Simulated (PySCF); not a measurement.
Dipole moment and polarisability of `[SiH3]O[SiH]1NCCN1`

Species: C2H10N2OSi2.
SMILES with atom numbers: `[SiH3:1][O:2][SiH:3]1[NH:4][CH2:5][CH2:6][NH:7]1` (hydrogens: H8, H9, H10 on Si1; H11 on Si3; H12 on N4; H13, H14 on C5; H15, H16 on C6; H17 on N7)

Structure used (GFN2-xTB), in Å, numbered top down from 1:
```
atom  x, y, z in Å
Si1    3.1723    0.6620   -0.4841
O2     1.6733    0.4800    0.0834
Si3    0.3391   -0.1958    0.6985
N4    -0.4793   -1.1662   -0.4591
C5    -1.9082   -0.9872   -0.3215
C6    -2.1151    0.4801    0.0540
N7    -1.0143    0.8309    0.9245
H8     4.0681    0.7031    0.6726
H9     3.4945   -0.4699   -1.3530
H10    3.1562    1.9287   -1.2124
H11    0.7203   -0.8046    1.9710
H12   -0.2106   -2.1085   -0.6877
H13   -2.4173   -1.2306   -1.2586
H14   -2.3176   -1.6275    0.4721
H15   -2.1216    1.0973   -0.8544
H16   -3.0716    0.6171    0.5701
H17   -0.9752    1.8031    1.1748
```

Level: PBE0/def2-SVPD (PySCF), static field, nuclei fixed, core orbitals frozen in the response. The polarisability tensor in these axes (au):

```
x   103.65   2.67   0.83
y     2.67  82.67   1.01
z     0.83   1.01  81.72
```

**Question.** What are the eigenvalues, a third of the trace, and Δα (Δα² = ½Σ(αi − αj)² over the three pairs)?

**Answer.** Principal values 81.05, 82.97 and 104.03 au; mean 89.35 au = 13.24 Å³ = 14.73 × 10⁻⁴⁰ C²·m²/J; Δα = 22.08 au (25 % of the mean).

**Question.** What is the dipole moment, and where does it point?

**Answer.** (-0.60, -0.30, -0.37) D, 0.76 D in size, pointing from the negative to the positive side. Measured along this direction, the outermost atoms are H8 at the negative end and H13 at the positive end.

**Question.** How large is μ²/3kT at 273 K beside α?

**Answer.** In Gaussian units μ²/3kT = 5.16 Å³ against 13.24 Å³, a ratio of 0.39; the Debye molar polarisation (4π/3)N_A(α + μ²/3kT) is 46.4 cm³/mol, leaving out the vibrational part.

**Question.** Rayleigh depolarisation ratio (linearly polarised light, static tensor)?

**Answer.** ρ = 3Δα²/(45ᾱ² + 4Δα²) = 1462.9/(359237 + 1950.6) = 0.00405.

**Question.** Find the Langevin capture rate constant for NO+ (29.998 u) meeting this molecule (134.033 u), k = 2.342 × 10⁻⁹ cm³/s × √(α in Å³ / reduced mass in u).

**Answer.** The reduced mass is 24.51 u, so k = 1.72 × 10⁻⁹ cm³/s. The formula leaves out the permanent dipole, which adds to the capture rate.

**Question.** Estimate the molar refractivity from the static electronic polarisability.

**Answer.** Lorentz–Lorenz: R = (4π/3)N_A α = 2.5225 cm³/(mol·Å³) × 13.24 Å³ = 33.4 cm³/mol, in the limit of long wavelengths.

**Question.** What are the principal values of the traceless quadrupole moment, Θ = ½Σq(3rr − r²1), about the centre of nuclear charge?

**Answer.** -7.49, 1.71, 5.78 D·Å. The values depend on the origin, since the dipole doesn't vanish. The electronic extent ⟨r²⟩ about the same centre is 1395 bohr², a root-mean-square distance of 2.33 Å for the 72 electrons.

Geometry: GFN2-xTB, one conformer, isolated molecule.

These values come from a run that also computed excited states. Time: 37 s wall; peak memory 0.90 GiB. Hardware: Arm Neoverse V1, one thread, shared host with 32 logical CPUs at a one-minute load of 8.9.
